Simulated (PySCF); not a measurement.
C2H9FOSi2. Atoms are numbered in the order given.

```xyz
15

C      2.8393    -0.3172     0.2563
Si     1.8529     0.1717    -1.2598
C      0.0952     0.6603    -0.7260
O     -0.4553    -0.4431     0.0076
Si    -2.0018    -0.4651     0.5836
F     -2.1789     0.6591     1.7430
H      2.9717     0.5400     0.9356
H      3.8368    -0.7006    -0.0084
H      2.2991    -1.1052     0.8044
H      2.4654     1.3414    -1.9671
H      1.7546    -0.9688    -2.2213
H      0.1238     1.5684    -0.0919
H     -0.5360     0.9047    -1.6037
H     -2.9725    -0.1146    -0.4887
H     -2.2132    -1.8033     1.1785
```

The structure is a stationary point at r2SCAN-D4/def2-SVP. This is a generated structure with no PubChem entry under its InChIKey; it may be hypothetical. The values are those of a single conformer.

Method: HF/pcSseg-1 (PySCF).

GIAO shieldings, no solvent; atoms listed in one row are averaged. δ = σ(ref) − σ: ¹³C against TMS (σ = 192.6 ppm); ²⁹Si against TMS (σ = 393.8 ppm); ¹⁷O against H2O (σ = 333.0 ppm); ¹⁹F against CFCl3 (σ = 238.5 ppm); ¹H against TMS (σ = 31.99 ppm), references at their B3LYP-D3(BJ)/def2-TZVP geometries, non-relativistic.

```tsv
nucleus	atoms	count	δ (ppm)
¹³C	C3	1	51.0
¹³C	C1	1	-6.1
²⁹Si	Si5	1	-29.7
²⁹Si	Si2	1	-33.0
¹⁷O	O4	1	4.6
¹⁹F	F6	1	-139.3
¹H	H14, H15	2	4.54
¹H	H11	1	4.27
¹H	H10	1	4.06
¹H	H12	1	3.74
¹H	H13	1	3.62
¹H	H7, H8, H9	3	0.74
```
